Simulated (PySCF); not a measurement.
**Correlation energy of Cl (chlorine, neutral)**

[Ne] 3s2 3p5, 2P determinant. All numbers are calculated (PySCF 2.14, no relativity, point nucleus, in def2-TZVP (5s5p2d1f, 37 functions)). Frozen: [Ne]; 7 electrons correlated.

MP2 pair energies summed by pair of shells (mhartree):

| pair | energy | share (%) |
| --- | --- | --- |
| 3p-3p | -96.46 | 62.1 |
| 3s-3p | -50.01 | 32.2 |
| 3s-3s | -8.84 | 5.7 |

Total MP2 correlation energy: -155.31 mhartree.

Same-spin part -36.14 and opposite-spin part -119.17 mhartree; SCS-MP2 scales them by 1/3 and 6/5 to -155.05 mhartree.

```json
{"level": "CCSD", "correlation energy (mhartree)": "-179.50"}
{"level": "(T)", "correlation energy (mhartree)": "-5.69"}
{"level": "CCSD(T)", "correlation energy (mhartree)": "-185.19"}
```

Diagnostics: T1 = 0.0072, D1 = 0.0238, largest double amplitude 0.054.

Cost of the coupled-cluster step: 0.54 s of wall time on 1 thread of Neoverse-V1 (shared host), for 7 correlated electrons.
